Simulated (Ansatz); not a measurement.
Start from `N=[C](F)[AlH2]` and change one atom or group to get `N=C(F)O[SiH3]`.

Ansatz, PBE0-D4/def2-TZVP geometries, multiplicity 1. Each molecule was computed in one conformer, which needn't be the lowest.

```tsv
property	`N=[C](F)[AlH2]`
LUMO energy (ωB97M-V/def2-TZVPP) / eV	-0.71
LUMO energy (PBE0/def2-TZVPP) / eV	-2.42
size of the dipole moment (ωB97M-V/def2-TZVPP) / D	3.00
LUMO energy (B3LYP/def2-TZVPP) / eV	-2.65
HOMO–LUMO gap (ωB97M-V/def2-TZVPP) / eV	9.48
ideal-gas entropy at 298 K and 1 bar (rigid rotor, harmonic PBE0-D4/def2-TZVP) / J/(mol·K)	309
```

(1) Give the same properties after the change, and the shifts. (Estimate.)

## Answers

(1) The calculation gave: 
```csv
property,`N=C(F)O[SiH3]`,shift
LUMO energy (ωB97M-V/def2-TZVPP) / eV,1.24,1.95
LUMO energy (PBE0/def2-TZVPP) / eV,-0.46,1.96
size of the dipole moment (ωB97M-V/def2-TZVPP) / D,3.55,0.55
LUMO energy (B3LYP/def2-TZVPP) / eV,-0.69,1.96
HOMO–LUMO gap (ωB97M-V/def2-TZVPP) / eV,12.23,2.75
"ideal-gas entropy at 298 K and 1 bar (rigid rotor, harmonic PBE0-D4/def2-TZVP) / J/(mol·K)",332,23
```

With PBE0 the HOMO falls by 0.78 eV and the LUMO rises by 1.96 eV, so the gap widens by about 2.74 eV. PBE moves the HOMO by -0.58 eV and ωB97M-V by -0.80 eV. The zero-point energy changes by 46.2 kJ/mol with +6 modes. Dipoles are sizes alone; their direction can turn. Modes under 60 cm⁻¹, often nearly free rotors, make the harmonic entropy too high.

B3LYP here is the variant with VWN-RPA as its local correlation; programs differ in this.
